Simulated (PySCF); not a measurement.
A structure optimised at PBE-D3(BJ)/def2-TZVPD, used in a PySCF frequency run:

```xyz
4

S      0.0000     0.0000     0.1175
H      0.9957    -0.5749    -0.6268
H     -0.9957    -0.5749    -0.6268
H      0.0000     1.1498    -0.6268
```
Charge +1, spin multiplicity 1.

Write its SMILES, formula and point group.

[SH3+], H₃S, C3v

What are its rotational constants (standard atomic weights)?

143.19, 143.19, 126.42 GHz
